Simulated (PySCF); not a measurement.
**Distorted geometries of [Pt2H5]−**

[Pt2H5]− (singlet). PySCF 2.14.0, RKS r2SCAN, Pt def2-SVP with ECP60, H def2-SVP; non-relativistic Hamiltonian with scalar-relativistic core potentials where named; density fitting; no spin-orbit coupling. Relaxed geometry:

```xyz
7

Pt    0.0057    0.0000    1.3700
Pt    0.0057    0.0000   -1.3700
H     1.0204    0.0000    0.0000
H    -0.5789    0.8593    0.0000
H    -0.5789   -0.8593    0.0000
H     0.2446    0.0000    3.0173
H     0.2446    0.0000   -3.0173
```

Q: Order these distorted geometries by energy above the relaxed one, lowest first.
A.
```xyz
7

Pt    0.0011   -0.0244    1.3562
Pt   -0.0025    0.0091   -1.3651
H     1.0348   -0.0312    0.0697
H    -0.6284    0.8500   -0.0075
H    -0.5869   -0.8243    0.0278
H     0.2944    0.0177    2.9365
H     0.2506    0.0030   -3.0176
```
B.
```xyz
7

Pt    0.1256    0.1958    1.5967
Pt   -0.1732   -0.0102   -1.4040
H     1.1048    0.0372   -0.0583
H    -0.1606    0.8355   -0.1932
H    -0.5487   -0.9511   -0.2092
H     0.1166   -0.0781    3.1593
H    -0.1012   -0.0291   -2.8913
```
C.
```xyz
7

Pt    0.0693    0.0273    1.1449
Pt    0.1192   -0.1432   -1.2396
H     1.1803    0.0206    0.0498
H    -0.6664    0.6623   -0.0869
H    -0.4940   -0.8172   -0.1185
H    -0.0067    0.0162    3.1847
H     0.1614    0.2340   -2.9344
```

A: A (0.07 eV), B (1.78 eV), C (2.38 eV).

Q: Which forces (eV/Å) act in the one that lies 2.38 eV up?

A: 
```
Pt   -0.21   0.19  11.27
Pt    1.93   1.93 -11.06
H     1.01   0.03  -0.48
H    -0.89   1.79  -0.29
H    -1.99  -3.63   2.21
H     0.11   0.17  -1.97
H     0.03  -0.47   0.31
```
Forces carry noise of the integration grid, about 0.01 to 0.03 eV/Å.

No frequency check is given that shows the relaxed geometry to be a minimum.
